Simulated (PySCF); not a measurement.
Vertical excitations of a molecule C₃H₁₃NSi₂ from PySCF 2.14.0 with TDA-ωB97X/def2-SVPD, as energy in eV (oscillator strength): 6.19 (0.004), 7.03 (0.006), 7.27 (0.116), 7.59 (0.106), 7.64 (0.022), 7.93 (0.089). Lowest triplet (TDA): 5.99 eV. The structure is a stationary point at PBE0-D3(BJ)/def2-SVP. The values are those of a single conformer.

Task: Which structure fits?
(A) CCC(N)([SiH3])[SiH3]
(B) CN(C)C([SiH3])[SiH3]
(C) C[SiH2][SiH2]N(C)C
(D) CC[SiH2][Si@H](C)N

Result: A, CCC(N)([SiH3])[SiH3]
